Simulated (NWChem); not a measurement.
A series in which one site is exchanged, each optimised at PBE0/def2-SVP with NWChem, gas phase unless a solvent is named. All stand in one matching conformer (torsions within 35°), which need not be the lowest. This build's default masses of Se (78.918 u) and Br (79.917 u) are each other's, which moves their modes by up to 0.6 %. Some are not confirmed as minima by frequencies. def2 effective core potentials on Ba; no spin-orbit coupling.

A: [Se](S)Br (HSeSBr; site = Se)
B: [SH][Be][Br] (BeHSBr; site = Be)
C: [SH][Zn][Br] (ZnHSBr; site = Zn)
D: [SH][Ba][Br] (BaHSBr; site = Ba)

Values for A:

- dipole (D), PBE0/def2-SVP = 1.70
- orbital gap (eV), PBE0/def2-SVP = 4.37
- static polarisability, PBE/def2-SVPD (bohr³) = 78.0
- lowest singlet excitation, PBE/def2-SVPD, TDA (eV) = 2.62

Q: How do these values change for the other members?

A: 
| change from A | B | C | D |
|---|---|---|---|
| dipole (D), PBE0/def2-SVP | -0.70 | -0.57 | +6.66 |
| orbital gap (eV), PBE0/def2-SVP | +2.65 | +1.83 | -0.23 |
| static polarisability, PBE/def2-SVPD (bohr³) | -16.9 | -5.6 | +24.3 |
| lowest singlet excitation, PBE/def2-SVPD, TDA (eV) | +2.38 | +1.68 | +0.09 |
